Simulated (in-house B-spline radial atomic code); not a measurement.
A fraction x of an electron is removed from 4d in neutral molybdenum, starting from [Kr] 4d5 5s1 and keeping the highest spin. Level of theory: scalar-relativistic (X2C) LC-wPBE, spin-polarised, spherical fractional occupations, Fermi nucleus of rms radius 4.4091 fm; calculated with a radial B-spline atomic code at the basis-set limit.

Caution: exact exchange at fractional occupations of open shells leaves self-interaction of up to several eV.

```
   x  E(x) - E(0) (eV)  4d up level (eV)
   0            0.0000            -8.430
 0.1            0.8789            -9.151
0.17            1.5374            -9.666
0.33            3.1802           -10.876
0.41                 ?                 ?
 0.5            5.1418           -12.209
0.62                 ?                 ?
0.73            8.1642           -14.086
0.75            8.4476           -14.253
0.93           11.1500           -15.782
   1           12.2759           -16.389
```

What belongs in the row x = 0.41?

An energy change of 4.0751 eV; 4d up at -11.498 eV.

What belongs in the row x = 0.62?

An energy change of 6.6648 eV; 4d up at -13.178 eV.

Check Janak's theorem between x = 0.1 and 0.17.

The slope of the energy is 9.41 eV; the orbital levels give 9.41 eV (-ε of the emptying orbital, averaged over the two points).
